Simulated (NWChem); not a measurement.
System: SiNH2Cl3; SMILES Cl[Si](N)(Cl)Cl

The following NWChem deck was run.

```
start job
memory heap 200 mb stack 900 mb global 1100 mb
geometry units angstroms
  N      1.918187    -0.494478    -0.179421
  Si     0.266780    -0.071426    -0.012268
  Cl    -0.764393    -1.297759    -1.225872
  Cl     0.109945     1.854089    -0.567011
  Cl    -0.452984    -0.266259     1.874358
  H      2.213514    -1.456481    -0.179604
  H      2.649176     0.114010     0.148690
end
basis spherical
  * library def2-svp
end
dft
  xc pbe0
  iterations 150
end
driver
  maxiter 120
end
task dft optimize
task dft freq
```

The level has its own optimisation; frequencies are unscaled.

**Question.** Predict the main results of this run. (PBE0/def2-SVP.) Quantities: r N–Si (Å); r H–N (Å); highest harmonic frequency (cm⁻¹); lowest (cm⁻¹); zero-point energy (kcal/mol); dipole (D).

**Answer.** The r N–Si (Å) comes out as 1.695, the r H–N (Å) comes out as 1.014 and the highest harmonic frequency (cm⁻¹) comes out as 3722. The lowest (cm⁻¹) is 103 and the zero-point energy (kcal/mol) is 19.8. The dipole (D) is 2.68.
